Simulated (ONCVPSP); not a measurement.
## Plane-wave convergence, ONCV potential for silicon (Si)

| Property | Result |
| --- | --- |
| Element | silicon |
| Generator | ONCVPSP 4.0.1 |
| Type | optimised norm-conserving Vanderbilt (ONCV) |
| Functional | Wu-Cohen |
| Relativity | scalar-relativistic |
| Frozen core | [Ne] |
| Valence charge | 4 |
| Reference configuration | 3s1 (charge +3) |
| Partial waves | 3s: rc 1.65 bohr, ncon 4, nbas 8, qcut 3.5 1/bohr, 2 projectors, debl 2.1 Ha; p scattering state at 0.43 Ha: rc 1.70 bohr, ncon 5, nbas 8, qcut 4.6 1/bohr, 2 projectors, debl 1 Ha |
| Local potential | polynomial inside 1.35 bohr (lpopt 5, dvloc0 0 Ha) |
| Core correction | none |

In the p channel the program set the typed energies aside and used 0.050, 1.050 Ha.

For each optimised wave give the share of its norm inside rc, the residual kinetic energy above qcut (Ha) and the cutoffs (Ha) for errors of 10, 1, 0.1 and 0.01 mHa per electron.

| wave | norm inside rc | residual KE | 10 mHa | 1 mHa | 0.1 mHa | 0.01 mHa |
| --- | --- | --- | --- | --- | --- | --- |
| 3s | 0.410 | 6.5e-03 | 5.5 | 17.6 | 57.4 | 67.3 |
| s projector 2 | 0.059 | 1.2e-02 | 6.3 | 15.2 | 50.7 | 86.0 |
| p projector 1 | 0.070 | 2.8e-04 | 3.2 | 6.9 | 13.0 | 44.9 |
| p projector 2 | 0.069 | 1.0e-03 | 4.8 | 11.0 | 72.5 | 88.9 |

The occupied waves need 18 Ha and 57 Ha for 1 and 0.1 mHa. Note: no bound ghost flagged; GHOST(+) flagged for s at 96.7 eV.
